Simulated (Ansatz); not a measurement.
`C[S][Al]([CH3])[Cl]` → `C[S][AlH][Cl]` + `[CH2]` (triplet)  (formal loss of a carbene)

Program: Ansatz. Geometries: PBE0-D4/def2-TZVP. ΔE: electronic, gas phase. CCSD(T)/CBS is the MP2 limit (def2-TZVPP, def2-QZVPP) plus CCSD(T) − MP2 in def2-TZVPP, frozen cores. This one scheme is used for every species. Triplets are unrestricted, without spin–orbit coupling. Each species was taken in one conformer, which may not be the lowest.

```csv
species,CCSD(T)/CBS(def2) energy (Eh)
`C[S][Al]([CH3])[Cl]`,-1179.41428
`C[S][AlH][Cl]`,-1140.13367
`[CH2]` (triplet),-39.09499
```

**Question.** Work out ΔE.

**Answer.** ΔE = (-1140.13367) + (-39.09499) − (-1179.41428) = 0.18562 Eh = +116.5 kcal/mol.

Largest T1 diagnostic among the species: 0.011.

From PBE to PBE0 (25 % exact exchange), in def2-TZVPP and without D4, ΔE moves by −2.0 kcal/mol. Leaving LDA and LC-ωPBE aside and taking each functional with its dispersion term where it has one, the values, not all of them listed here, spread over 7.7 kcal/mol, from r2SCAN0-D4 to ωB97X-V. LDA lies +16.9 kcal/mol from PBE without D4.
